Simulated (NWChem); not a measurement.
# C4H6O; SMILES C1=CCOC1

```xyz
11

C      0.0000    -0.6656     1.0457
C      0.0000     0.6656     1.0457
C      0.0000     1.1719    -0.3717
O      0.0000     0.0000    -1.1890
C      0.0000    -1.1719    -0.3717
H      0.0000    -1.3178     1.9126
H      0.0000     1.3178     1.9126
H      0.8867     1.7857    -0.6002
H     -0.8867     1.7857    -0.6002
H      0.8867    -1.7857    -0.6002
H     -0.8867    -1.7857    -0.6002
```
Atoms are numbered in this order, from 1.

Computed with NWChem. Medium grid unless said otherwise, to which SCAN and Minnesota functionals are sensitive. Coordinates come from a B3LYP/6-31G* (spherical d) optimisation. Total energies of different functionals are on different scales.

```tsv
level	energy (Ha)	highest occupied level (eV)	orbital gap (eV)	dipole (D)
PBE/def2-TZVP	-231.0165	-5.37	4.59	1.52
B3LYP/def2-TZVP	-231.3112	-6.56	6.57	1.63
PBE0/def2-TZVP	-231.0360	-6.76	7.02	1.61
LDA (Slater exchange, VWN5)/def2-TZVP	-229.3239	(withheld)	(withheld)	(withheld)
CAM-B3LYP/def2-TZVP	-231.1927	-8.14	9.55	1.69
M06-2X/def2-TZVP	-231.2046	-8.11	9.29	1.67
```

What belongs in the gaps?


- LDA (Slater exchange, VWN5)/def2-TZVP, highest occupied level (eV): -5.46
- LDA (Slater exchange, VWN5)/def2-TZVP, orbital gap (eV): 4.45
- LDA (Slater exchange, VWN5)/def2-TZVP, dipole (D): 1.57
